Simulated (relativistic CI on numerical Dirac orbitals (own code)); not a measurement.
# Forbidden transitions in Cs⁷⁺

Method of calculation: Dirac-Coulomb-Breit CI, orbitals from a KLI potential per configuration, model QED (radiative potential, 1s self-energy scaled to tabulated hydrogen-like ionisation energies), valence Slater integrals scaled by 0.9, configuration energies shifted to the measured levels that pair with them (semi-empirical) (own radial code, finite nucleus).

Configurations in the expansion (outside the closed core [Kr]): 4d¹⁰5s², 4d¹⁰5s5p, 4d¹⁰5p², 4d¹⁰5s4f, 4d¹⁰5s5d, 4d¹⁰4f5p, 4d¹⁰5s6s, 4d¹⁰5p5d, 4d¹⁰5s6p, 4d¹⁰5s5f, 4d⁹5s²5p, 4d¹⁰4f², 4d¹⁰5d², 4d¹⁰5s5g, 4d⁹5s²4f, 4d¹⁰4f5d, 4d¹⁰5f², 4d¹⁰5p5f, 4d¹⁰5g², 4d⁸5s²5p², 4d¹⁰5s6d, 4d¹⁰5p5g, 4d⁹5s5p², 4d¹⁰4f5f, 4d¹⁰5s7s, 4d¹⁰5s7p, 4d¹⁰5d5f, 4d¹⁰5s6f, 4d¹⁰4f5g, 4d⁹5s4f5p. Levels of other configurations are missing.

| λ vac (Å) | Lower | Upper | Type | A (s⁻¹) | E lower (eV) | E upper (eV) |
| --- | --- | --- | --- | --- | --- | --- |
| 654.40 | 4d¹⁰5s5p ³P°0 [2] | 4d¹⁰5s4f ³F°2 [7] | E2 | 4.81e+03 | 13.2147 | 32.1610 |
| 675.48 | 4d¹⁰5s5p ³P°1 [3] | 4d¹⁰5s4f ³F°3 [8] | E2 | 5.74e+03 | 13.8388 | 32.1937 |
| 676.69 | 4d¹⁰5s5p ³P°1 [3] | 4d¹⁰5s4f ³F°2 [7] | E2 | 3.92e+03 | 13.8388 | 32.1610 |
| 754.67 | 4d¹⁰5s5p ³P°2 [4] | 4d¹⁰5s4f ³F°4 [9] | E2 | 5.15e+03 | 15.8132 | 32.2421 |
| 756.90 | 4d¹⁰5s5p ³P°2 [4] | 4d¹⁰5s4f ³F°3 [8] | E2 | 1.68e+03 | 15.8132 | 32.1937 |
| 758.42 | 4d¹⁰5s5p ³P°2 [4] | 4d¹⁰5s4f ³F°2 [7] | E2 | 3.34e+02 | 15.8132 | 32.1610 |
| 933.60 | 4d¹⁰5s5p ¹P°1 [5] | 4d¹⁰5s4f ¹F°3 [12] | E2 | 1.38e+03 | 19.8304 | 33.1107 |
| 6279.6 | 4d¹⁰5s5p ³P°1 [3] | 4d¹⁰5s5p ³P°2 [4] | M1 | 5.21e+01 | 13.8388 | 15.8132 |

Terms are leading LS components. Brackets give the number of a level in order of energy, since labels repeat. The list gives strong lines, with weight on those to low levels, without configurations that were not tied to measured data, among the lowest 400 of 665 levels, so that lines to higher ones, which can be the strongest, are missing. Levels whose partners in the same complex of configurations lie outside the list can be far off, and so can their lines. Rates are taken at the computed energies, electric ones in the length gauge.

Configurations whose levels could be paired with our table of measured levels were shifted onto them, all but the ground configuration, by the median error of their levels; single terms can still be off by 1,000 to 2,000 cm⁻¹ or more, and rates follow the energies as ν³ (E1, M1) or ν⁵ (E2). The others borrow a shift and can be off by several thousand cm⁻¹ or more. Levels and lines within the n = 5 or 6 shells can be off by up to 10 % or somewhat more, and those that change n by about 2 %, since core polarisation is missing. 42 of the 51 excited levels that our extract of the measured tables holds in this range could be paired (the sources list more); they are missed by 542 cm⁻¹ on average and 2719 at most, after the shifts were fitted to these levels, and levels without a partner can miss by more. Levels that differ in their count of f electrons can be misplaced by several ten thousand cm⁻¹, since the correlation energy of f electrons is missing or only estimated; rates across such gaps can be off by orders of magnitude.

From the table, what is the radiative lifetime of 4d¹⁰5s4f ³F°2?

The listed rates from this level add up to about 9.06e+03 s⁻¹, 100 % of its decay; with all channels τ = 1.10e-04 s.

LS names give the leading component of a level, which can be under half, so a name can repeat, a term be missing and a line seem to break the LS rules.
